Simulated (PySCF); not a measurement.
Dipole moment and polarisability of `O=[Se@@](CF)COC(F)(F)F`

Compound: C₃H₄F₄O₂Se.
Structure used (PBE0-D3(BJ)/def2-SVP), in Å, numbered top down from 1:
```xyz
14
C3H4F4O2Se angstrom
O      1.235   -1.663   -1.862
Se     0.910   -1.172   -0.332
C      2.294    0.239   -0.118
F      2.000    1.102    0.886
C     -0.497    0.230   -0.543
O     -1.777   -0.242   -0.221
C     -2.159   -0.150    1.065
F     -3.382   -0.618    1.163
F     -2.139    1.108    1.505
F     -1.357   -0.853    1.872
H      3.247   -0.277    0.074
H      2.325    0.745   -1.098
H     -0.219    1.118    0.046
H     -0.481    0.432   -1.622
```

Level: PBE0/def2-SVPD (PySCF), static field, nuclei fixed, core orbitals frozen in the response. The polarisability tensor in these axes (au):

```
x   88.07 -1.72 -6.09
y   -1.72 72.52  6.36
z   -6.09  6.36 71.53
```

Problem. Diagonalise the tensor; give its mean and Δα, where Δα² is half the sum of the squared differences of the eigenvalues.

Solution. Principal values 65.12, 76.15 and 90.85 au; mean 77.38 au = 11.47 Å³ = 12.76 × 10⁻⁴⁰ C²·m²/J; Δα = 22.35 au (29 % of the mean).

Problem. What is the dipole moment, and where does it point?

Solution. (1.18, 2.15, 1.21) D, 2.74 D in size, pointing from the negative to the positive side. Measured along this direction, the outermost atoms are O1 at the negative end and F4 at the positive end.

Problem. Rayleigh depolarisation ratio (linearly polarised light, static tensor)?

Solution. ρ = 3Δα²/(45ᾱ² + 4Δα²) = 1499.0/(269412 + 1998.6) = 0.00552.

Problem. Form Σ f/ω² (atomic units) for the 10 lowest TDDFT singlets, given as eV and f, and set it beside the mean polarisability, which is this sum over all singlets: 4.93, 0.0144; 5.34, 0.0331; 5.47, 0.0039; 6.10, 0.0232; 6.72, 0.0027; 6.86, 0.0602; 7.12, 0.0424; 7.30, 0.0232; 7.39, 0.0453; 7.58, 0.0054.

Solution. They add up to 4.47 au, 5.8 % of the 77.38 au; the largest single term is 0.95 au, from the state at 6.86 eV. Terms in order: 0.44, 0.86, 0.10, 0.46, 0.04, 0.95, 0.62, 0.32, 0.61, 0.07 au. Higher excitations give the rest. The strengths listed sum to 0.254.

Problem. Orientational against electronic polarisability at 273 K (dilute gas, rigid molecules)?

Solution. In Gaussian units μ²/3kT = 66.18 Å³ against 11.47 Å³, a ratio of 5.77; the Debye molar polarisation (4π/3)N_A(α + μ²/3kT) is 195.9 cm³/mol, leaving out the vibrational part.

Problem. What are the principal values of the traceless quadrupole moment, Θ = ½Σq(3rr − r²1), about the centre of nuclear charge?

Solution. -18.16, 8.38, 9.78 D·Å. The values depend on the origin, since the dipole doesn't vanish. The electronic extent ⟨r²⟩ about the same centre is 2069 bohr², a root-mean-square distance of 2.32 Å for the 108 electrons.

Geometry: PBE0-D3(BJ)/def2-SVP, one conformer, isolated molecule. The calculation is non-relativistic, for selenium too.

The run behind these numbers computed excited states and ΔSCF ions as well. Time: 3.2 min; peak memory 1.3 GiB. Hardware: AMD EPYC 9R45, one thread, shared host with 96 logical CPUs at a one-minute load of 59.
